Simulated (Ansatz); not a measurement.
`[CH3][Ga][O][SiH3]` radical at its PBE0-D4/def2-TZVP geometry, where that method's forces vanish. The species carries charge 0 and has multiplicity 2.

```tsv
atom	x (Å)	y (Å)	z (Å)
C1	2.3645	-0.2039	-0.7084
Ga2	0.4147	-0.2566	-1.1557
O3	-0.6308	0.0717	0.2770
Si4	-2.1874	0.2054	0.7354
H5	2.9862	-0.4207	-1.5744
H6	2.5366	-0.9404	0.0794
H7	2.5824	0.7945	-0.3232
H8	-3.1206	0.0027	-0.4107
H9	-2.5055	-0.8104	1.7762
H10	-2.4401	1.5576	1.3045
```

(1) For each bond, give half the difference of the two atoms' forces along it (eV/Å; positive pushes the atoms apart) under PBE-D4, r2SCAN-D4, B3LYP-D4, ωB97M-V in def2-TZVPP. (Best estimate.)

## Answers

(1) Computed: 
```csv
bond,length (Å),PBE-D4,r2SCAN-D4,B3LYP-D4,ωB97M-V
C1–Ga2,2.001,0.08,0.03,0.26,-0.02
C1–H5,1.088,0.09,-0.03,-0.09,-0.05
C1–H6,1.092,0.09,-0.01,-0.08,-0.05
C1–H7,1.092,0.09,-0.01,-0.08,-0.05
Ga2–O3,1.804,0.18,-0.03,0.17,0.06
O3–Si4,1.628,0.36,0.11,0.09,0.13
Si4–H8,1.492,-0.02,-0.04,-0.08,-0.12
Si4–H9,1.489,0.01,-0.03,-0.10,-0.14
Si4–H10,1.489,0.01,-0.03,-0.10,-0.14
```

B3LYP here is the variant with VWN-RPA as its local correlation; programs differ in this.
